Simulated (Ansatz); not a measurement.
Reaction (hydrogenolysis of the Si–F bond): `CN([SiH2]F)[SiH2]F` + H₂ → `CN([SiH3])[SiH2]F` + H–F

Isolated molecules relaxed with PBE0-D4/def2-TZVP in Ansatz; ΔE leaves out vibrations. CCSD(T)/CBS adds triple-zeta CCSD(T) − MP2 to the extrapolated MP2 energy (def2 sets, frozen cores). This one scheme is used for every species. Functionals use def2-TZVPP. Each species was taken in one conformer, which may not be the lowest.

`CN([SiH2]F)[SiH2]F`:

Z-matrix (Å, degrees):
```
C
N 1 1.469
H 1 1.094 2 110.5
H 1 1.093 2 111.8 3 -120.6
H 1 1.094 2 110.5 3 118.9
Si 2 1.713 1 117.5 3 33.4
Si 2 1.713 1 117.5 3 -152.2
F 6 1.600 2 111.8 1 70.0
H 6 1.477 2 108.8 1 -171.0
H 6 1.481 2 109.0 1 -46.3
F 7 1.600 2 111.9 1 -70.1
H 7 1.477 2 108.8 1 170.9
H 7 1.481 2 109.0 1 46.2
```

H₂:

Z-matrix (Å, degrees):
```
H
H 1 0.746
```

`CN([SiH3])[SiH2]F`:

```xyz
13

C    -0.574    0.649    1.244
N     0.036    0.075    0.043
Si   -0.795    0.382   -1.448
Si    1.375   -0.966    0.212
F     0.958   -2.440    0.687
H     0.120    0.604    2.088
H    -1.488    0.120    1.533
H    -0.826    1.702    1.086
H    -0.883    1.850   -1.677
H    -2.186   -0.148   -1.408
H    -0.040   -0.271   -2.545
H     2.044   -1.110   -1.098
H     2.257   -0.446    1.283
```

H–F:

Cartesian coordinates in Å:
```
F -0.099 0.017 0.449
H 0.099 -0.017 -0.449
```

| species | B2PLYP energy (Eh) |
| --- | --- |
| `CN([SiH2]F)[SiH2]F` | -875.64636 |
| H₂ | -1.16991 |
| `CN([SiH3])[SiH2]F` | -776.32768 |
| H–F | -100.43758 |

(1) Work out ΔE.

Largest T1 diagnostic among the species: 0.012.

Answers

(1) ΔE = (-776.32768) + (-100.43758) − (-875.64636) − (-1.16991) = 0.05101 Eh = +1.39 eV. CCSD(T)/CBS gives +1.36 eV.
